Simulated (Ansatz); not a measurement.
Ansatz (an electronic-structure program) input file for Si(OH)4 (H₄O₄Si), SMILES O[Si](O)(O)O, PBE0/def2-TZVPD. The structure is a stationary point at B3LYP-D3(BJ)/def2-SVP. The isomer is the one that the SMILES or the coordinates give; other isomers of the formula were not compared. One conformer was computed; it need not be the lowest.

Ansatz 0.2 input:
```yaml
crystal:
  periodic: [false, false, false]
  atoms:
    - {symbol: O, position_ang: [-1.14219064, -0.81222015, 0.87468577]}
    - {symbol: Si, position_ang: [-0.00000000, -0.00000000, -0.00000000]}
    - {symbol: O, position_ang: [0.81222016, -1.14219064, -0.87468576]}
    - {symbol: O, position_ang: [-0.81222015, 1.14219063, -0.87468578]}
    - {symbol: O, position_ang: [1.14219063, 0.81222016, 0.87468577]}
    - {symbol: H, position_ang: [-0.88852663, -1.69519684, 1.16816560]}
    - {symbol: H, position_ang: [1.69519686, -0.88852663, -1.16816558]}
    - {symbol: H, position_ang: [-1.69519684, 0.88852662, -1.16816561]}
    - {symbol: H, position_ang: [0.88852662, 1.69519686, 1.16816559]}
basis:
  gaussian:
    orbitals: def2-TZVPD
hamiltonian:
  xc: {name: PBE0}
```

Log of the run:

```
WARN ansatz: RAYON_NUM_THREADS=1 ignored (pool sized by the plan → 1); use --threads N
Functional definition: PBE0
integrals: 0.18 GiB planned
1236 factors; their error is unknown
mean field: 1.46 GiB planned
mean field evaluation 1: about -16115.1638 eV, gradient 9.5e1 eV
mean field evaluation 2: about -16098.6382 eV, gradient 1.4e2 eV
mean field evaluation 4: about -16128.8874 eV, gradient 6.2e-1 eV
mean field evaluation 8: about -16128.9135 eV, gradient 3.4e-1 eV
mean field evaluation 16: about -16128.9137 eV, gradient 3.7e-5 eV
mean field -16128.91365629 eV, -592.7266442983 hartree, gradient 3.7e-5 eV, S^2 0.000000; 0 other end points of the search recorded, 0 dependent functions left out
reference -16128.91370375 eV, -592.7266460426 hartree; 25, 25 occupied and 214, 214 virtual orbitals, 1236 factors
Total energy: -16128.91370375 eV, -592.7266460426 hartree
```

The run converged.
